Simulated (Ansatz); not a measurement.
Consider the atomization: `NB(O)C=O` → B• + C• + 4 H• + N• + 2 O•.

Calculated with Ansatz (gas phase, PBE0-D4/def2-TZVP geometries, no zero-point term in ΔE). CBS: MP2 limit from def2 TZ/QZ plus the TZ coupled-cluster correction, frozen cores. This one scheme is used for every species, atoms too. DFT in def2-TZVPP. B3LYP here is the variant with VWN-RPA as its local correlation; programs differ in this. HSE06 is defined as in plane-wave codes. No spin–orbit coupling; open shells (•) take unrestricted orbitals. Spin–orbit coupling would lower the free atoms: a little for B, C, O. One conformer a species, not always the lowest.

```
         level  ΔE (eV)
        PBE-D4    40.74
        B97M-V    39.37
       PBE0-D4    39.47
      HSE06-D4    39.51
         B3LYP    39.26
MP2/def2-TZVPP    39.33
 HF/def2-QZVPP    27.39
CCSD/CBS(def2)    38.55
```

**Question.** What does CCSD(T)/CBS give? (An estimate is asked.)

**Answer.** Computed: +39.29 eV. The listed levels differ from it by 1.45, 0.08, 0.18, 0.22, -0.03, 0.04, -11.90, -0.74 eV.

**Question.** What do rigid-rotor, harmonic-oscillator terms from PBE0-D4/def2-TZVP frequencies (298.15 K, 1 bar) make of the CCSD(T)/CBS value? (An estimate is asked.)

**Answer.** Computed: ΔZPE = -1.78 eV, ΔH = +37.91 eV, ΔS = 936 J/(mol·K), ΔG = +35.02 eV. Open shells count their whole term as degenerate.

Largest T1 diagnostic among the species: 0.014.

From BLYP to BHLYP (50 % exact exchange), in def2-TZVPP and without D4, ΔE moves by −1.95 eV: exact exchange takes away binding that semilocal exchange gives to molecules. The D4 term adds +0.23 eV with B3LYP and +0.12 eV with PBE0; it sums over pairs of atoms, weighted by their polarisabilities, and B3LYP, whose exchange is more repulsive, gets the larger term.

For atomizations the MP2-based limit and the directly extrapolated one differ by several kJ/mol either way, and by 10 to 25 for some Ge, Se and Sn compounds, so smaller differences from it don't rank the levels.
